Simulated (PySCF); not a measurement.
C2H7ClOSn, SMILES [CH3][Sn]([CH3])([OH])[Cl]. Atoms are numbered in the order given.

```xyz
12

C      1.8691    -0.7550    -1.0024
Sn     0.0071     0.0461    -0.2517
C     -1.8697    -0.5194    -1.1376
O     -0.0258     2.0545    -0.3476
Cl    -0.0472    -0.5320     2.0699
H      1.9982    -0.4537    -2.0594
H      2.7040    -0.3623    -0.3927
H      1.8433    -1.8584    -0.9247
H     -2.4920    -0.9912    -0.3551
H     -2.3559     0.4053    -1.5009
H     -1.7114    -1.2248    -1.9745
H      0.6694     2.4355     0.2223
```
Charge 0, spin multiplicity 1.

Geometry: PBE-D3(BJ)/def2-SVP. The def2 effective core potentials stand for the cores of Sn; spin–orbit coupling is left out. One conformer was computed; it need not be the lowest.

These are PBE/def2-TZVP in PySCF values and carry that method's errors.

ESP charges are fitted to the potential on shells at 1.4 to 2.0 van der Waals radii. Atomic charges (e):

```
atom  Mulliken  ESP fit
----  --------  -------
C1       -0.61    -0.76
Sn2       1.03     0.88
C3       -0.64    -0.65
O4       -0.63    -0.69
Cl5      -0.38    -0.33
H6        0.15     0.22
H7        0.15     0.20
H8        0.15     0.20
H9        0.16     0.17
H10       0.17     0.21
H11       0.14     0.18
H12       0.30     0.37
```
